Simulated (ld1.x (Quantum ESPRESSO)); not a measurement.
What one change does to a pseudopotential (silver, TM)

* Element: Ag
* Generator: ld1.x (Quantum ESPRESSO) 7.5
* Type: norm-conserving Troullier–Martins (Kleinman–Bylander form)
* Functional: BP86
* Relativity: scalar-relativistic
* Frozen core: [Kr]
* Valence charge: 11
* Reference configuration: 4d10 5s0 5p0 (charge +1)
* Partial waves: 5s (bound, empty): rc 1.80 bohr; 4d (bound): rc 1.60 bohr; 5p (bound, empty): rc 1.05 bohr
* Local potential: the p channel
* Core correction: a·sin(br)/r model core inside 1.00 bohr

Change: all radii but the core radius scaled by about 0.78 (s 1.40, p 0.82, d 1.24 bohr).

Cutoffs: the cutoffs (Ry, on a coarse ladder) from which the occupation-weighted sum of valence levels, in a spherical-Bessel basis at the reference potential, stays within 10 and 1 mRy of its value at 400 Ry; they do not see the model core or the augmentation charge, which bear on the density cutoff. Errors are all-electron minus pseudo energies relative to the spin-unpolarised reference configuration.

**Question.** Predict the effect on cutoff, ghosts and configuration errors.

**Answer.** The potential gets neither clearly harder nor softer (70 Ry and 100 Ry → 80 Ry and 90 Ry); both files keep a bound ghost (p, s); of the 6 tests that both files solve, the error grows in 2 and shrinks in 1 by more than 15 % and 0.3 meV (median size 82.1 → 73.3 meV).

```csv
quantity,base,changed
"cutoff, loose",70 Ry,80 Ry
"cutoff, tight",100 Ry,90 Ry
bound ghosts,"p (extra level of the local part), s","s, p (extra level of the local part)"
"tests counted (converged, no solver errors)",6 of 7,6 of 7
"error for 4d10 5s1 5p0, meV [ΔE -7.90 eV]",-7.0,-13
"error for 4d9 5s0 5p0, meV [ΔE 22.22 eV]",-55,-57
"error for 4d8 5s0 5p0, meV [ΔE 58.50 eV]",-316,-324
"error for 4d10 5s0.5 5p0, meV [ΔE -4.80 eV]",-1.7,-2.9
"error for 4d9 5s2 5p0, meV [ΔE -3.89 eV]",-109,-90
"error for 4d7 5s0 5p0, meV [ΔE 110.28 eV]",-942,-970
```

Base: Tests not counted: 4d9 5s1 5p1 (solver errors, printed error -2.6 eV). The 5p radius (1.05 bohr) lies inside the outermost node of the all-electron wave (1.24 bohr), which a nodeless pseudo-wave cannot match soundly. Changed file: The cutoffs count occupied waves only; the empty 5s level needs 140 Ry at the loose tolerance. Tests not counted: 4d9 5s1 5p1 (solver errors, printed error -11.2 eV). These tests converged, but a pseudo level misses the all-electron one widely, so the file describes the atom poorly there or has found another state: 4d8 5s0 5p0: empty 5s by 8.3 eV. The 5p radius (0.82 bohr) lies inside the outermost node of the all-electron wave (1.24 bohr), which a nodeless pseudo-wave cannot match soundly. A true bound ghost makes a file unfit for plane-wave use even where its test errors are small: the radial tests pick states by their node count and pass the ghost by. Where a test does run into it, the solver fails or the error is huge.
